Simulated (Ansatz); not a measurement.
`N=CNBCl`. The species carries charge 0 and has multiplicity 1. The geometry is a stationary point of PBE0-D4/def2-TZVP. It is one conformer, not always the lowest.

```xyz
9

N     0.491   -0.950   -1.328
C    -0.013   -1.018   -0.175
N    -0.261    0.092    0.624
B    -0.060    1.476    0.436
Cl    0.620    2.194   -0.996
H     0.581   -1.880   -1.725
H    -0.308   -1.951    0.318
H    -0.667   -0.155    1.513
H    -0.384    2.193    1.332
```

(1) What is the dipole moment at B3LYP/def2-TZVPP? (An estimate is asked.)

(2) And with PBE, r2SCAN, ωB97M-V? (An estimate is asked.)

(3) Give the Mulliken charges with B3LYP, PBE, r2SCAN in def2-TZVPP. (Best estimate.)

## Answers

(1) Computed: 3.87 D, with components (-1.28, -2.74, 2.41) D in this frame, pointing from negative to positive charge.

(2) The calculation gave: PBE 3.71 D, r2SCAN 3.83 D, ωB97M-V 3.92 D.

(3) Ansatz gave: 
```json
{"atom": "N1", "B3LYP": "-0.25", "PBE": "-0.23", "r2SCAN": "-0.32"}
{"atom": "C2", "B3LYP": "0.03", "PBE": "-0.01", "r2SCAN": "0.10"}
{"atom": "N3", "B3LYP": "-0.11", "PBE": "-0.05", "r2SCAN": "-0.13"}
{"atom": "B4", "B3LYP": "0.07", "PBE": "0.04", "r2SCAN": "0.11"}
{"atom": "Cl5", "B3LYP": "-0.14", "PBE": "-0.12", "r2SCAN": "-0.14"}
{"atom": "H6", "B3LYP": "0.15", "PBE": "0.16", "r2SCAN": "0.16"}
{"atom": "H7", "B3LYP": "0.07", "PBE": "0.06", "r2SCAN": "0.05"}
{"atom": "H8", "B3LYP": "0.16", "PBE": "0.17", "r2SCAN": "0.17"}
{"atom": "H9", "B3LYP": "0.02", "PBE": "0.00", "r2SCAN": "-0.01"}
```

B3LYP here is the variant with VWN-RPA as its local correlation; programs differ in this.
